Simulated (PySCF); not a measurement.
A geometry optimisation on Cl4H2In2O2.

Method: PBE0-D3(BJ)/def2-SVP geometry optimisation, gas phase, def2 core potentials past Kr (PySCF 2.14.0). Start geometry: GFN2-xTB. The input is one job of a driver script: a line of settings, then coordinates in Å.

Input:
```
{"job": {"xc": "PBE0", "basis": "def2-SVP", "d3": "d3bj", "grid": 1, "maxiter": 30, "shake": 0.03, "kind": "geom"}, "charge": 0, "multiplicity": 1}
In    -1.553610    -0.175710    -0.288080
Cl    -2.068700    -2.171200    -1.172020
Cl    -2.791740     1.778450     0.211870
O      0.300730     0.593230    -1.310020
In     1.545580     0.347500     0.364820
Cl     1.772840     2.463360     1.227420
Cl     2.882580    -1.444280    -0.077900
O     -0.189140    -0.420110     1.339590
H      0.437660     0.256540    -2.105440
H     -0.211560    -1.304530     1.814170
```

Output:
```
step   0  E = -2371.55369235  max force = 0.124009
step   1  E = -2371.57322315  max force = 0.009388
step   2  E = -2371.57449376  max force = 0.002954
step   3  E = -2371.57564926  max force = 0.005664
step   4  E = -2371.57610654  max force = 0.005157
step   5  E = -2371.57630103  max force = 0.003658
step   6  E = -2371.57647659  max force = 0.003557
step   7  E = -2371.57648837  max force = 0.003055
step   8  E = -2371.57652287  max force = 0.001176
step   9  E = -2371.57650208  max force = 0.002969
step  10  E = -2371.57654446  max force = 0.002340
step  11  E = -2371.57658960  max force = 0.000473
step  12  E = -2371.57657765  max force = 0.000576
step  13  E = -2371.57658341  max force = 0.000477
step  14  E = -2371.57658604  max force = 0.000260
optimisation converged
```

Energies in Eh; «max force» is the largest Cartesian gradient component in Eh/bohr.

Question: Give the first gradient maximum in eV/Å.

Answer: With 1 Eh/bohr = 51.422 eV/Å, 6.377 eV/Å.

Question: How much energy does the optimisation release, in eV?

Answer: E(step 0) − E(last step) = 0.022894 Eh, which is 0.623 eV.

Summary of the converged run: final energy -2371.57659 Eh after 14 steps; dipole 1.60 D.

Question: How long does this job take on Intel Xeon 6975P-C, one thread, shared host with 192 logical CPUs at a one-minute load of 84? And the peak memory of the process?

Answer: About 3.4 min, with 0.79 GiB resident at the peak, the Python interpreter and its libraries included.
Labels such as C1 count atoms from 1, the log's own numbers from 0.
